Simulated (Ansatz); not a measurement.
```yaml
crystal:
  periodic: [false, false, false]
  atoms:
    - {symbol: N, position_ang: [-0.647086, 0.467967, 0.805807]}
    - {symbol: Ti, position_ang: [0.398557, -0.407933, -0.438450]}
    - {symbol: F, position_ang: [1.824471, -0.979495, 0.395336]}
    - {symbol: F, position_ang: [-0.586867, -1.665271, -1.147720]}
    - {symbol: Cl, position_ang: [1.009237, 1.001490, -2.018636]}
    - {symbol: H, position_ang: [-0.285113, 0.952843, 1.616175]}
    - {symbol: H, position_ang: [-1.652000, 0.562298, 0.741888]}
basis:
  gaussian: {orbitals: cc-pVTZ, fitting: {mean_field: cc-pVTZ-jkfit}}
hamiltonian: {xc: {name: SVWN5}}
scf: {lower_state_search: off}
```

```sh
$ ansatz run in.yaml --threads 4 --pin off --events-out ev --progress --plain --max-ram 10444MiB
```

(1) How does Ansatz answer? (Estimate.)

## Answers

(1) Computed: The program refused the input.
```
Functional definition: SVWN5
Error: <dir> the basis set cc-pVTZ-JKFIT has no functions for Ti
```
